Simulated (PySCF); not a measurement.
A geometry optimisation on `COCc1ccc(Br)cc1`.

Computed with PBE0-D3(BJ)/def2-SVP geometry optimisation, gas phase (PySCF 2.14.0). Start geometry: GFN2-xTB. The command runs a driver script over a list of jobs; the input below is this job's line of settings and its coordinates in Å.

Command:
```bash
OMP_NUM_THREADS=1 python probes_run.py task.json out
```

Input:
```
{"job": {"xc": "PBE0", "basis": "def2-SVP", "d3": "d3bj", "grid": 1, "kind": "geom"}, "charge": 0, "multiplicity": 1}
C     -2.406790     1.247870     0.211043
O     -2.309694     0.218446    -0.741965
C     -1.549142    -0.882593    -0.300025
C     -0.078192    -0.572405    -0.154819
C      0.633617    -0.965803     0.970166
C      1.980457    -0.672508     1.091271
C      2.610109     0.028949     0.078447
Br     4.464538     0.442170     0.241151
C      1.919129     0.437299    -1.049881
C      0.576209     0.130202    -1.160716
H     -3.025361     2.023645    -0.235019
H     -1.423214     1.663415     0.460235
H     -2.880497     0.888537     1.133429
H     -1.946589    -1.264733     0.652994
H     -1.687810    -1.650494    -1.068505
H      0.136197    -1.509037     1.760438
H      2.533294    -0.980521     1.965224
H      2.425513     0.984745    -1.829970
H      0.018422     0.442068    -2.030960
```

Output:
```
step   0  E = -2958.31302145  max force = 0.015110
step   1  E = -2958.31467965  max force = 0.003590
step   2  E = -2958.31475389  max force = 0.000982
step   3  E = -2958.31476167  max force = 0.001329
step   4  E = -2958.31478147  max force = 0.000458
step   5  E = -2958.31479065  max force = 0.001086
step   6  E = -2958.31481255  max force = 0.000515
step   7  E = -2958.31484294  max force = 0.000379
step   8  E = -2958.31484447  max force = 0.000327
optimisation converged
```

Energies in Eh; «max force» is the largest Cartesian gradient component in Eh/bohr.

Task: How much energy does the optimisation release, in kJ/mol?

Result: E(step 0) − E(last step) = 0.001823 Eh, which is 4.8 kJ/mol.

Task: Give the first gradient maximum in eV/Å.

Result: With 1 Eh/bohr = 51.422 eV/Å, 0.777 eV/Å.

In short: final energy -2958.31484 Eh after 8 steps; dipole 1.67 D.

Task: Where do the atoms end?

Result: 0.168 Å rms from the input after alignment:
```
atom  x, y, z in Å
C1    -3.3033    0.9855   -0.2757
O2    -3.1123   -0.1368   -1.0876
C3    -2.3415   -1.1378   -0.4936
C4    -0.8745   -0.7926   -0.3805
C5    -0.1002   -1.2579    0.6839
C6     1.2618   -0.9736    0.7603
C7     1.8514   -0.2022   -0.2387
Br8    3.6935    0.1987   -0.1387
C9     1.0966    0.2825   -1.3067
C10   -0.2603   -0.0197   -1.3709
H11   -3.9310    1.6951   -0.8321
H12   -2.3509    1.4846   -0.0159
H13   -3.8207    0.7215    0.6674
H14   -2.7359   -1.4059    0.5078
H15   -2.4567   -2.0294   -1.1329
H16   -0.5661   -1.8529    1.4749
H17    1.8617   -1.3402    1.5950
H18    1.5700    0.8892   -2.0805
H19   -0.8668    0.3556   -2.1986
```

The run took about 9 min of CPU time (one thread, shared machine).
Labels such as C1 count atoms from 1, the log's own numbers from 0.
